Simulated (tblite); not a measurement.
Isomers of C5H11FSi2. All values are computed: GFN2-xTB (tblite) harmonic vibrations without scaling, gas phase. The method is semi-empirical: single wavenumbers can be off by several per cent or more. Modes of hydrogen on silicon can be 10 to 20 % off. One conformer each.

Electronic energies: GFN2-xTB at the same geometries; isomer energies are rough at this level and their order can be wrong.

| SMILES | electronic energy, lowest = 0 (kcal/mol) |
| --- | --- |
| CC[C@@H]([SiH3])C#C[SiH2]F | 19.8 |
| F[SiH2][SiH2]C1=CCCC1 | 0.0 |
| F[C@@H]1[SiH2]C=C1CC[SiH3] | 63.1 |

Problem. How do GFN2-xTB zero-point energies change the relative energies?

Solution. 
```tsv
SMILES	ZPE (kcal/mol)	of it from modes above 1550 cm⁻¹	electronic (kcal/mol)	with ZPE, lowest = 0 (kcal/mol)	lowest mode (cm⁻¹)	rings
F[SiH2][SiH2]C1=CCCC1	88.1	45.0	0.0	0.0	19	1
CC[C@@H]([SiH3])C#C[SiH2]F	85.0	45.3	19.8	16.6	7	0
F[C@@H]1[SiH2]C=C1CC[SiH3]	85.1	44.0	63.1	60.1	30	1
```

The zero-point energies span 3.1 kcal/mol, from `CC[C@@H]([SiH3])C#C[SiH2]F` to `F[SiH2][SiH2]C1=CCCC1`. The order is unchanged.
